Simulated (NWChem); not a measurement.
System meant: C2H5ClGe; SMILES C=[CH][GeH2][Cl]

NWChem input:

```
start job
memory heap 200 mb stack 900 mb global 1100 mb
geometry units angstroms noautoz
  Ge    -0.737600    -0.055551     0.000000
  Cl     0.915041    -1.464746     0.000000
  C      0.022256     1.722246     0.000000
  C      1.335637     1.959392     0.000000
  H     -1.567656    -0.339159     1.262247
  H     -1.567656    -0.339159    -1.262247
  H     -0.681827     2.564520     0.000000
  H      1.736088     2.979189     0.000000
  H      2.063725     1.140726     0.000000
end
basis spherical
  * library def2-svp
end
dft
  odft
  mult 2
  xc pbe0
  iterations 150
  mulliken
end
task dft energy
```

End of the output:

```
                                 NWChem DFT Module
                                 -----------------

 Summary of "ao basis" -> "ao basis" (spherical)
 ------------------------------------------------------------------------------
       Tag                 Description            Shells   Functions and Types
 ---------------- ------------------------------  ------  ---------------------
 Ge                         def2-svp                12       32   5s4p3d
 Cl                         def2-svp                 8       18   4s3p1d
 C                          def2-svp                 6       14   3s2p1d
 H                          def2-svp                 3        5   2s1p

 Summary of "ao basis" -> "ao basis" (spherical)
 ------------------------------------------------------------------------------
       Tag                 Description            Shells   Functions and Types
 ---------------- ------------------------------  ------  ---------------------
 Ge                         def2-svp                12       32   5s4p3d
 Cl                         def2-svp                 8       18   4s3p1d
 C                          def2-svp                 6       14   3s2p1d
 H                          def2-svp                 3        5   2s1p

      Symmetry analysis of basis
      --------------------------

        a'         72
        a"         31

  number of electrons :                   66
  multiplicity        :                    2
 ------------------------------------------------------------------------
  no. of electrons and multiplicity not compatible                  66
 ------------------------------------------------------------------------
 ------------------------------------------------------------------------
  current input line :
    24: task dft energy
 ------------------------------------------------------------------------
 ------------------------------------------------------------------------
 There is an error in the input file
 ------------------------------------------------------------------------
 For more information see the NWChem manual at https://nwchemgit.github.io

0: no. of electrons and multiplicity not compatible:Received an Error in Communication
```

Find the fault in this run and fix the input.

The input was rejected before any calculation. Cause: the multiplicity doesn't fit the number of electrons (an even count wants an odd multiplicity, and the reverse). This input runs:
```
start job
memory heap 200 mb stack 900 mb global 1100 mb
geometry units angstroms noautoz
  Ge    -0.737600    -0.055551     0.000000
  Cl     0.915041    -1.464746     0.000000
  C      0.022256     1.722246     0.000000
  C      1.335637     1.959392     0.000000
  H     -1.567656    -0.339159     1.262247
  H     -1.567656    -0.339159    -1.262247
  H     -0.681827     2.564520     0.000000
  H      1.736088     2.979189     0.000000
  H      2.063725     1.140726     0.000000
end
basis spherical
  Ge library def2-svp
  Cl library def2-svp
  C library def2-svp
  H library def2-svp
end
dft
  xc pbe0
  iterations 150
  mulliken
end
task dft energy
```
It converges to -2615.45930 Ha (PBE0/def2-SVP).
